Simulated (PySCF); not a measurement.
Does the answer move with the share of exact exchange?

CBr4.
Atom-mapped SMILES: `[Br:1][C:2]([Br:3])([Br:4])[Br:5]`

PySCF, def2-SVPD basis, density fitting, gas phase, PBE0-D3(BJ)/def2-SVP geometry; singlet excitations by full TDDFT with frozen cores and triplets by Tamm–Dancoff TDDFT. One functional is left out:

| functional | exact exchange (%) | HOMO energy (eV) | LUMO energy (eV) | lowest singlet excitation (eV) | lowest triplet excitation (eV) | mean polarisability (au) |
| --- | --- | --- | --- | --- | --- | --- |
| LDA | 0 | -7.15 | -3.68 | 3.59 | 3.37 | 103.0 |
| PBE | 0 | -7.00 | -3.52 | 3.60 | 3.34 | 103.2 |
| B3LYP | 20 | -8.02 | -2.83 | 4.13 | 3.77 | 100.0 |
| BHandHLYP | 50 | -9.43 | -1.61 | 4.81 | 4.26 | 96.3 |

Predict the row of PBE0 (25 % exact exchange) by straight lines through the other rows, and check it.

```csv
property,line,computed,computed − line,"B3LYP (20 %), for comparison"
HOMO energy (eV),-8.25,-8.30,-0.05,-8.02
LUMO energy (eV),-2.61,-2.62,-0.01,-2.83
lowest singlet excitation (eV),4.22,4.31,+0.09,4.13
lowest triplet excitation (eV),3.82,3.89,+0.07,3.77
mean polarisability (au),99.6,98.8,-0.8,100.0
```
